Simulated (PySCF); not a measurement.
# Which determinant of BiB⁻ lies lowest?

Unrestricted PBE0; Bi aug-cc-pVDZ-PP with ECP60, B aug-cc-pVDZ; scalar-relativistic core potentials (PySCF 2.14). Outer shells of the fragments: Bi− 5d10 6s2 6p4; B 2s2 2p1.

Followed along the bond (rough minima from three points):

```json
{"2Ms+1": "2", "unpaired": "σ ↑", "⟨S²⟩ at the start": "0.82", "R at minimum (Å)": "2.10", "Te (eV)": "0.00"}
{"2Ms+1": "2", "unpaired": "π ↑", "⟨S²⟩ at the start": "0.76", "R at minimum (Å)": "2.25", "Te (eV)": "0.49"}
```

Solutions found at the starting distance of 2.375 Å, counted from the lowest of them; the search is not exhaustive and high or unbound solutions are not listed, so other states can lie among these:

```json
{"2Ms+1": "2", "unpaired": "σ ↑", "term": "²Σ⁺", "E (eV)": "0.00", "⟨S²⟩": "0.82", "⟨Lz²⟩": "0.00", "μ (D)": "-4.09"}
{"2Ms+1": "2", "unpaired": "π ↑", "term": "²Π", "E (eV)": "0.09", "⟨S²⟩": "0.76", "⟨Lz²⟩": "1.01", "μ (D)": "-5.02"}
```

A term symbol is given only where ⟨S²⟩ and ⟨Lz²⟩ are close to those of a pure state; real π, δ and φ orbitals otherwise mix terms. A positive dipole points towards B; it is taken about the centre of mass and depends on that origin.

Task: Compare the gap between the two lowest followed solutions at the starting distance with the gap between their minima.

Result: At PBE0 the second solution (doublet, unpaired electrons π ↑) lies +0.09 eV from the first (doublet, unpaired electrons σ ↑) at 2.375 Å and +0.49 eV at the minima; the two curves relax by different amounts, since their minima lie near 2.25 and 2.10 Å.

These are scalar-relativistic numbers at best; spin–orbit coupling would shift them, the dissociation energy most.
